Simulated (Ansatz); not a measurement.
One geometry of ReS2, several levels of theory.

```yaml
crystal:
  periodic: [false, false, false]
  atoms:
    - {symbol: Re, position_ang: [-0.698006, 0.181282, 0.016998]}
    - {symbol: S, position_ang: [-0.095252, -1.770608, -0.334534]}
    - {symbol: S, position_ang: [0.793258, 1.589325, 0.317526]}
basis:
  gaussian: {orbitals: def2-TZVPD, initial_orbitals: start.molden}
magnetization: {spin_polarized: true, initial_magnetization: 1}
hamiltonian: {xc: pbe, dispersion: d4}
scf: {omitted_lower_state_checks: [starts]}
output: {orbitals: {seedname: orbitals}}
```

The file start.molden holds the orbitals of an earlier run on this structure, at another level or in another basis.

```sh
$ ansatz run in.yaml --threads 2 --pin off --events-out ev --progress --plain --max-ram 4352MiB
```

Shortened log:

```
Functional definition: PBE
953 factors; their error is unknown
mean field evaluation 1: about -23794.3705 eV, gradient 8.4e0 eV
mean field evaluation 2: about -23794.5097 eV, gradient 2.5e-1 eV
mean field evaluation 4: about -23794.5089 eV, gradient 6.7e-2 eV
mean field evaluation 8: about -23794.5091 eV, gradient 2.9e-5 eV
mean field -23794.50914606 eV, -874.4320826203 hartree, gradient 2.6e-6 eV, S^2 1.359467; 0 other end points of the search recorded, 0 dependent functions left out
reference -23794.50920026 eV, -874.4320846121 hartree; 24, 23 occupied and 111, 112 virtual orbitals, 953 factors
Total energy: -23794.62645896 eV, -874.4363937896 hartree
Checks for a lower state left out: starts
```

It took 3.2 s on 2 threads of AMD EPYC 9R14 on a shared host.

As the first input, with `gaussian: {orbitals: def2-TZVP, initial_orbitals: start.molden}`, `hamiltonian: {xc: {name: BHLYP}, dispersion: d4}` (abridged; 8.5 s):

```
Functional definition: BHLYP
mean field -23797.60864853 eV, -874.5459872349 hartree, gradient 5.7e-6 eV, S^2 1.538661
Total energy: -23797.82078622 eV, -874.5537831514 hartree
Checks for a lower state left out: starts
```

The first input with `gaussian: {orbitals: "def2-QZVPP.json", initial_orbitals: start.molden}`, `correlation: {method: mp2}` and without the key `hamiltonian` (abridged; 10 s):

```
Functional definition: HF
mean field evaluation 16: about -23745.7275 eV, gradient 2.8e-6 eV
mean field -23745.72748205 eV, -872.6393895333 hartree, gradient 2.8e-6 eV, S^2 2.070358
10 core orbitals not correlated: weight in the atoms' cores, before any rotation towards them, 1.000 or more for the frozen orbitals, at most 0.000 for the correlated occupied ones
second order -24.64638999 eV of doubles, -0.00000000 eV of singles
Total energy: -23770.37387204 eV, -873.5451276595 hartree
Checks for a lower state left out: starts
```

As the first input, with `gaussian: {orbitals: def2-SVP, initial_orbitals: start.molden}`, `hamiltonian: {xc: pbe0, dispersion: d4}` (abridged; 2.9 s):

```
Functional definition: PBE0
mean field -23786.24133358 eV, -874.1282461157 hartree, gradient 6.8e-6 eV, S^2 1.442579
Total energy: -23786.34154857 eV, -874.1319289485 hartree
Checks for a lower state left out: starts
```

The first input with `gaussian: {orbitals: def2-TZVP, initial_orbitals: start.molden}`, `hamiltonian: {xc: pbe}`, `correlation: {method: rpa}` and without the key `output` (abridged; 3.3 s):

```
Functional definition: PBE
mean field -23794.48321826 eV, -874.4311297910 hartree, gradient 1.3e-6 eV, S^2 1.357529
10 core orbitals not correlated: weight in the atoms' cores, before any rotation towards them, 1.000 or more for the frozen orbitals, at most 0.000 for the correlated occupied ones
Total energy: -23772.93615664 eV, -873.6392898816 hartree
Checks for a lower state left out: starts
```

As the first input, with `gaussian: {orbitals: def2-TZVP, initial_orbitals: start.molden}`, `correlation: {method: mp2}` and without the key `hamiltonian` (abridged; 2.3 s):

```
Functional definition: HF
mean field -23744.93717286 eV, -872.6103462061 hartree, gradient 7.9e-6 eV, S^2 2.078551
10 core orbitals not correlated: weight in the atoms' cores, before any rotation towards them, 1.000 or more for the frozen orbitals, at most 0.000 for the correlated occupied ones
second order -19.49865191 eV of doubles, -0.00000000 eV of singles
Total energy: -23764.43582477 eV, -873.3269084473 hartree
Checks for a lower state left out: starts
```

The first input with `gaussian: {orbitals: def2-TZVP, initial_orbitals: start.molden}`, `hamiltonian: {xc: pbe0, dispersion: d4}`, `output: {forces: true, orbitals: {seedname: orbitals}}` and without the key `scf` (abridged; 17 s):

```
Functional definition: PBE0
mean field evaluation 16: about -23794.1420 eV, gradient 2.5e-5 eV
mean field evaluation 32: about -23794.1418 eV, gradient 1.5e-1 eV
mean field evaluation 64: about -23794.0595 eV, gradient 1.8e0 eV
mean field -23794.17446777 eV, -874.4197834199 hartree, gradient 1.6e-6 eV, S^2 1.493238; 15 other end points of the search recorded, 0 dependent functions left out
Total energy: -23794.27467960 eV, -874.4234661368 hartree
Atom 0 force    -0.103709     0.026935     0.002526 eV/Å
Atom 1 force    -0.002700    -0.219768    -0.041300 eV/Å
Atom 2 force     0.106409     0.192833     0.038774 eV/Å
Dipole moment:    -0.360243     0.089841     0.027943 e Å
```

Geometry: PBE0-D4/def2-TZVP.

In the def2 sets Re takes a core potential; there is no spin–orbit coupling. Correlated methods freeze 10 core orbitals; core or outer-core shells of Re are correlated, in sets that lack core-valence functions. At PBE-D4/def2-TZVPD, BHLYP-D4/def2-TZVP, MP2/def2-QZVPP, PBE0-D4/def2-SVP and others the charge 0 doublet is spin-contaminated (final ⟨S²⟩ up to 2.08, 0.75 for a pure state). The order of the spin states hangs on the level: the quartet lies 0.46 eV below the doublet at PBE0-D4/def2-TZVP, but 0.01 eV above it at MP2/def2-QZVPP. The structure comes from a short search, and lower isomers may exist.
